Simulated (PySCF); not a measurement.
A side-by-side comparison of computed properties.

First species: C6H9N2P.
Numbering: `[CH3:1][n:2]1[cH:3][p:4][c:5]([CH:6]2[CH2:7][CH2:8]2)[n:9]1` (hydrogens: H10, H11, H12 on C1; H13 on C3; H14 on C6; H15, H16 on C7; H17, H18 on C8)

Structure used (GFN2-xTB), in Å, numbered top down from 1:
```
atom  x, y, z in Å
C1    -3.1977   -0.5091   -0.1857
N2    -1.8845    0.0720   -0.1317
C3    -1.5923    1.2904    0.3505
P4     0.0933    1.6324    0.3045
C5     0.2683    0.0088   -0.3941
C6     1.5368   -0.6096   -0.7903
C7     2.6158    0.2552   -1.3846
C8     2.7786   -0.2850   -0.0049
N9    -0.8565   -0.6480   -0.5457
H10   -3.4162   -1.0501    0.7386
H11   -3.9445    0.2697   -0.3304
H12   -3.2271   -1.2117   -1.0166
H13   -2.3850    1.9248    0.7049
H14    1.4198   -1.6163   -1.1720
H15    3.2195   -0.1555   -2.1798
H16    2.3974    1.3086   -1.4923
H17    3.4958   -1.0733    0.1659
H18    2.6698    0.4030    0.8223
```

Second species: C3H12Si4.
SMILES: `C=C[Si@@H]1[SiH2][SiH2][Si@@H]1C`

Levels: PBE0/pcSseg-1 for dipole moment, HOMO energy, LUMO energy and HOMO–LUMO gap; GFN2-xTB for rotational constant A and rotational constant C. Geometries: GFN2-xTB. Each structure is a single optimised conformer of the isolated species, non-relativistic unless stated; the electronic structure was computed with PySCF and density fitting.

Dipoles, sizes and rotational constants follow the conformer. The torsions of the flexible species, by atom-mapped SMILES:
- `[CH3:1][n:2]1[cH:3][p:4][c:5]([CH:6]2[CH2:7][CH2:8]2)[n:9]1`: P4–C5–C6–C7 -36°
- `[CH2:1]=[CH:2][Si@@H:3]1[SiH2:4][SiH2:5][Si@@H:6]1[CH3:7]`: C1–C2–Si3–Si4 33°

Values for the first species:

| Property | Result |
| --- | --- |
| Dipole moment | 2.38 D |
| HOMO energy | -6.49 eV |
| LUMO energy | -0.46 eV |
| HOMO–LUMO gap | 6.03 eV |
| Rotational constant A | 3.281 GHz |
| Rotational constant C | 0.791 GHz |

Problem. Estimate the same properties for the second species, and the change in each.

Solution. 
| property | first | second | second less first |
| --- | --- | --- | --- |
| dipole moment | 2.38 D | 1.15 D | -1.23 D |
| HOMO energy | -6.49 eV | -7.06 eV | -0.57 eV |
| LUMO energy | -0.46 eV | -1.48 eV | -1.02 eV |
| HOMO–LUMO gap | 6.03 eV | 5.58 eV | -0.45 eV |
| rotational constant A | 3.281 GHz | 1.293 GHz | -1.988 GHz |
| rotational constant C | 0.791 GHz | 0.749 GHz | -0.042 GHz |

On the first: The dipole equals about 7.9 × 10⁻³⁰ C·m (1 D = 3.33564 × 10⁻³⁰ C·m). GFN2-xTB frequencies show an imaginary mode (30i cm⁻¹), so this geometry is no minimum at that level.

On the second: In atomic units the dipole is 0.45 e·bohr (1 au = 2.5417 D). A dipole of 1.15 D is allowed in C1, and pure rotational transitions are dipole-allowed.
